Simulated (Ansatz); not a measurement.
Clusters of 3 atoms, halide: gap (eV) at several levels, gas phase, relaxed structures; Ansatz. Clusters are the lowest isomers that short searches found in that spin, judged at the geometry's level. Core potentials for Cd, I, Tl in the def2 sets, no spin–orbit coupling. HOMO and LUMO are taken over both spins. Singlets are spin-restricted. A dash marks a value that wasn't run or was left out as unsound. The structures are stationary points that may keep the symmetry of their start.

```tsv
species	state	geometry	PBE-D4/def2-SVP	PBE-D4/def2-TZVP	PBE-D4/def2-TZVPD	PBE0-D4/def2-SVP	PBE0-D4/def2-TZVP	PBE0-D4/def2-TZVPD
CuH2	doublet	PBE-D4/def2-TZVP	1.08	1.08	1.07	3.72	3.64	3.61
CdBr2	singlet	B3LYP-D4/def2-TZVP	3.82	3.87	3.86	5.92	5.96	5.94
GeCl2	singlet	B3LYP-D4/def2-TZVP	3.17	3.18	3.19	4.99	5.01	5.02
ZnF2⁺	doublet	B3LYP-D4/def2-TZVP	0.17	0.21	–	1.61	1.56	–
TlCl2	doublet	r2SCAN-D4/def2-TZVP	0.62	0.63	0.63	2.44	2.45	2.44
CaI2	singlet	PBE-D4/def2-TZVP	3.13	3.23	3.24	4.93	5.03	5.04
```

(1) Estimate the rows for GeBr2 (singlet, r2SCAN-D4/def2-TZVP geometry); CdI2 (singlet, r2SCAN-D4/def2-TZVP geometry).

(1) 
```csv
species,state,geometry,PBE-D4/def2-SVP,PBE-D4/def2-TZVP,PBE-D4/def2-TZVPD,PBE0-D4/def2-SVP,PBE0-D4/def2-TZVP,PBE0-D4/def2-TZVPD
GeBr2,singlet,r2SCAN-D4/def2-TZVP,2.81,2.83,2.84,4.54,4.57,4.57
CdI2,singlet,r2SCAN-D4/def2-TZVP,3.44,3.47,3.46,5.32,5.35,5.35
```

Over the 7 species that have every level, the mean is 2.58 at PBE-D4/def2-SVP, 2.61 at PBE-D4/def2-TZVP, 2.61 at PBE-D4/def2-TZVPD, 4.55 at PBE0-D4/def2-SVP, 4.57 at PBE0-D4/def2-TZVP, 4.57 at PBE0-D4/def2-TZVPD. Orbital gaps grow with the share of exact exchange and aren't one observable across functionals.
